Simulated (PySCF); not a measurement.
Job file and geometry (Å, from PBE0-D3(BJ)/def2-SVP) of an NMR shielding run on SMILES C=CP(C(=C)C)N(C)CC, C8H16NP, GIAO PBE0/pcSseg-1 NMR shielding, non-relativistic, gas phase in PySCF; density fitting, a coarse starting grid and PySCF grid level 2 are the driver's defaults:

```
$ OMP_NUM_THREADS=1 python probes_run.py task.json out

{"job": {"kind": "nmr", "xc": "PBE0", "basis": "pcSseg-1"}, "charge": 0, "multiplicity": 1}
C      0.821206     2.864377    -0.930806
C      0.725487     1.532320    -0.935166
P      0.314898     0.609753     0.589754
C      1.827569    -0.442625     0.721733
C      2.469557    -0.407488     1.896526
C      2.274494    -1.259002    -0.451262
N     -0.758386    -0.590718    -0.133172
C     -1.069231    -1.691483     0.751199
C     -1.905614    -0.062342    -0.851612
C     -2.970159     0.633496    -0.008813
H      0.626178     3.442043    -0.020577
H      1.102748     3.426953    -1.827011
H      0.915118     0.966454    -1.857160
H      2.099085     0.207269     2.722646
H      3.384518    -0.985965     2.068517
H      1.414850    -1.767682    -0.914296
H      2.715961    -0.612234    -1.227597
H      3.029600    -2.005421    -0.162686
H     -1.613356    -2.469147     0.189480
H     -1.684973    -1.419424     1.633673
H     -0.140836    -2.145579     1.131380
H     -2.361564    -0.903631    -1.405108
H     -1.537762     0.639345    -1.617920
H     -2.547474     1.496897     0.528855
H     -3.407956    -0.044749     0.739488
H     -3.789985     0.999333    -0.645994
```

Question: What does the program print?

Answer: 
```
coarse grid: 21296 points
cycle   1  E = -709.7657042361  dE =  8.870e-01  |g| = 4.779e-01  |ddm| = 4.579e+00
cycle   2  E = -709.7615304284  dE =  4.174e-03  |g| = 5.046e-01  |ddm| = 1.013e+00
cycle   3  E = -709.8258568710  dE = -6.433e-02  |g| = 8.091e-02  |ddm| = 5.921e-01
cycle   4  E = -709.8268583649  dE = -1.001e-03  |g| = 4.662e-02  |ddm| = 1.345e-01
cycle   5  E = -709.8273642729  dE = -5.059e-04  |g| = 9.323e-03  |ddm| = 5.140e-02
cycle   6  E = -709.8273833585  dE = -1.909e-05  |g| = 4.354e-03  |ddm| = 1.441e-02
cycle   7  E = -709.8273877524  dE = -4.394e-06  |g| = 9.440e-04  |ddm| = 4.741e-03
final grid: 198536 points
cycle   8  E = -709.8884339369  dE = -5.354e-05  |g| = 1.073e-02  |ddm| = 4.362e-02
cycle   9  E = -709.8884244084  dE =  9.528e-06  |g| = 1.241e-02  |ddm| = 2.280e-02
cycle  10  E = -709.8884636220  dE = -3.921e-05  |g| = 1.609e-03  |ddm| = 1.392e-02
cycle  11  E = -709.8884642399  dE = -6.179e-07  |g| = 3.596e-04  |ddm| = 1.883e-03
cycle  12  E = -709.8884642691  dE = -2.922e-08  |g| = 1.067e-04  |ddm| = 4.285e-04
cycle  13  E = -709.8884642717  dE = -2.598e-09  |g| = 4.100e-05  |ddm| = 1.670e-04
cycle  14  E = -709.8884642721  dE = -3.799e-10  |g| = 1.226e-05  |ddm| = 4.648e-05
converged SCF energy = -709.8884642721

GIAO shielding tensors (ppm)
atom      isotropic    diamagn.    paramagn.     s11        s22        s33       span
  0 C       42.724     255.034    -212.310    -83.702     52.496    159.377    243.079
  1 C       32.769     264.574    -231.805    -87.660     32.305    153.663    241.323
  2 P      257.588     970.337    -712.749    179.329    268.317    325.119    145.790
  3 C       24.646     267.681    -243.035    -90.528      7.427    157.039    247.567
  4 C       47.002     252.450    -205.448    -68.892     69.300    140.598    209.490
  5 C      166.345     246.508     -80.164    154.277    159.967    184.791     30.514
  6 N      228.013     331.212    -103.199    180.909    249.042    254.089     73.181
  7 C      148.669     246.852     -98.183    124.473    137.091    184.443     59.970
  8 C      135.698     244.381    -108.683    111.838    126.220    169.038     57.200
  9 C      175.144     248.471     -73.327    163.089    178.258    184.084     20.996
 10 H       24.831      31.874      -7.043     20.646     24.376     29.471      8.825
 11 H       25.008      28.866      -3.858     21.302     24.226     29.495      8.193
 12 H       24.274      35.115     -10.841     19.575     25.156     28.091      8.516
 13 H       25.106      32.339      -7.233     21.491     23.932     29.895      8.404
 14 H       25.345      29.791      -4.447     21.798     24.309     29.926      8.128
 15 H       28.607      31.983      -3.376     23.260     30.610     31.949      8.689
 16 H       29.339      29.862      -0.522     24.445     28.480     35.093     10.648
 17 H       29.619      29.471       0.148     25.566     27.739     35.553      9.987
 18 H       29.248      30.851      -1.604     25.374     25.921     36.448     11.074
 19 H       28.880      31.252      -2.372     24.306     27.013     35.320     11.013
 20 H       29.056      32.345      -3.289     23.441     29.556     34.171     10.729
 21 H       28.622      31.409      -2.786     22.816     28.339     34.712     11.896
 22 H       28.224      32.956      -4.732     22.819     29.381     32.473      9.654
 23 H       30.179      31.044      -0.865     24.752     30.678     35.107     10.355
 24 H       29.902      29.742       0.160     24.847     29.622     35.235     10.388
 25 H       30.935      27.720       3.215     26.809     27.501     38.496     11.687
```

Size and cost of the density-fitted run: 257 basis functions, 84 s wall time on 1 thread of an Arm Neoverse V1, shared host; peak memory 1.3 GiB.
